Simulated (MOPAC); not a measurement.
Input file for MOPAC: PM7 on ClGeHO (SMILES [OH][Ge][Cl]), a point of a torsion scan.

```
PM7 1SCF PRECISE CHARGE=0 THREADS=1
ClGeHO

O     -0.98003072 1     0.25264697 1     0.27440056 1
Ge     0.57824611 1     0.88248312 1    -0.31620436 1
Cl     0.65383050 1     2.52638958 1     1.06754426 1
H     -1.43977710 1    -0.51311565 1    -0.05905170 1
```

The log:

```
*******************************************************************************
 **                                                                           **
 **                              MOPAC v23.2.5                                **
 **                                                                           **
 *******************************************************************************
 ** MOPAC's Digital Object Identifier: https://doi.org/10.5281/zenodo.6511958 **
 **                                                                           **
 ** Please cite the open-source release paper for use of this MOPAC version:  **
 ** J. E. Moussa and J. J. P. Stewart (2026)                                  **
 ** MOPAC: An open-source semiempirical molecular orbital program             **
 ** J. Open Source Softw., 11(119), 8025, https://doi.org/10.21105/joss.08025 **
 *******************************************************************************

                              PM7 CALCULATION RESULTS

 *******************************************************************************
 *  PM7        - The PM7 Hamiltonian to be used
 *
 *
 *
 *                 CHARGE ON SYSTEM = 0
 *
 *
 *
 *  PRECISE    - TIGHTER CRITERIA TO BE USED
 *  1SCF       - DO 1 SCF AND THEN STOP
 *  THREADS=1  - MULTI-THREADING NOT USED
 *  T=         - A TIME OF 172800.0 SECONDS REQUESTED
 *  DUMP=N     - RESTART FILE WRITTEN EVERY 7200.0 SECONDS REQUESTED
 *******************************************************************************
PM7 1SCF PRECISE CHARGE=0 THREADS=1
 ClGeHO

   ATOM   CHEMICAL          X               Y               Z
  NUMBER   SYMBOL      (ANGSTROMS)     (ANGSTROMS)     (ANGSTROMS)

     1       O         -0.98003072  *   0.25264697  *   0.27440056  *
     2      Ge          0.57824611  *   0.88248312  *  -0.31620436  *
     3      Cl          0.65383050  *   2.52638958  *   1.06754426  *
     4       H         -1.43977710  *  -0.51311565  *  -0.05905170  *



          CARTESIAN COORDINATES

    NO.       ATOM           X           Y           Z

     1         O         -0.9800      0.2526      0.2744
     2        Ge          0.5782      0.8825     -0.3162
     3        Cl          0.6538      2.5264      1.0675
     4         H         -1.4398     -0.5131     -0.0591

 General Reference for PM7:
 "Optimization of Parameters for Semiempirical Methods VI: More Modifications to the
 NDDO Approximations and Re-optimization of Parameters", J. J. P. Stewart, J. Mol. Mod., 1:32, 19 (2013)
 https://link.springer.com/article/10.1007/s00894-012-1667-x

           Empirical Formula: H O Ge Cl  =     4 atoms



      MOLECULAR POINT GROUP   :   Cs


      RHF CALCULATION, NO. OF DOUBLY OCCUPIED LEVELS = 9


 -------------------------------------------------------------------------------
 PM7 1SCF PRECISE CHARGE=0 THREADS=1
 ClGeHO



     1SCF WAS SPECIFIED, SO BFGS WAS NOT USED
     SCF FIELD WAS ACHIEVED


                              PM7 CALCULATION
                                                       MOPAC v23.2.5 Linux




          FINAL HEAT OF FORMATION =        -78.17199 KCAL/MOL =    -327.07159 KJ/MOL


          COSMO AREA              =        104.69 SQUARE ANGSTROMS
          COSMO VOLUME            =         92.67 CUBIC ANGSTROMS

          IONIZATION POTENTIAL    =          9.690269 EV
          HOMO LUMO ENERGIES (EV) =         -9.690 -1.140
          NO. OF FILLED LEVELS    =          9
          MOLECULAR WEIGHT        =        125.0503         POINT GROUP:  Cs

          MOLECULAR DIMENSIONS (Angstroms)

            Atom       Atom       Distance
            H     4   Cl     3     3.85889
           Ge     2    O     1     1.34422
            O     1   Cl     3     0.00000


          SCF CALCULATIONS        =          1





   ATOM   CHEMICAL          X               Y               Z
  NUMBER   SYMBOL      (ANGSTROMS)     (ANGSTROMS)     (ANGSTROMS)

     1       O         -0.98003072  *   0.25264697  *   0.27440056  *
     2      Ge          0.57824611  *   0.88248312  *  -0.31620436  *
     3      Cl          0.65383050  *   2.52638958  *   1.06754426  *
     4       H         -1.43977710  *  -0.51311565  *  -0.05905170  *

                             CARTESIAN COORDINATES

   1    O       -0.980030720     0.252646970     0.274400560
   2   Ge        0.578246110     0.882483120    -0.316204360
   3   Cl        0.653830500     2.526389580     1.067544260
   4    H       -1.439777100    -0.513115650    -0.059051700


           Empirical Formula: H O Ge Cl  =     4 atoms



      MOLECULAR POINT GROUP   :   Cs


                  EIGENVALUES
 -26.82458 -24.54587 -18.64650 -14.89271 -11.99666 -11.78283 -10.52297 -10.51574
  -9.69027  -1.14002  -0.37912   0.70614   6.45980  72.74431  72.76316  73.10466
  73.47044  73.52335


              NET ATOMIC CHARGES AND DIPOLE CONTRIBUTIONS

  ATOM NO.   TYPE          CHARGE      No. of ELECS.   s-Pop       p-Pop       d-Pop
    1          O          -0.835233        6.8352     1.74067     5.09456
    2         Ge           0.891882        3.1081     1.89256     1.21556
    3         Cl          -0.409726        7.4097     1.99406     5.41024     0.00542
    4          H           0.353077        0.6469     0.64692
 DIPOLE           X         Y         Z       TOTAL
 POINT-CHG.     2.680    -3.075    -4.656     6.191
 HYBRID        -1.092     0.026     0.823     1.368
 SUM            1.588    -3.049    -3.833     5.149


          ATOMIC ORBITAL ELECTRON POPULATIONS

     Atom    s        px        py        pz      x^2-y^2     xz        z^2       yz        xy
    1  O   1.74067   1.68444   1.58346   1.82666
    2 Ge   1.89256   0.39761   0.39471   0.42324
    3 Cl   1.99406   1.94869   1.68969   1.77186   0.00120   0.00012   0.00026   0.00316   0.00068
    4  H   0.64692

 **********************
 *                    *
 * JOB ENDED NORMALLY *
 *                    *
 **********************




 == MOPAC DONE ==
```

The run finished.

Cost: roughly 0.04 core-seconds.
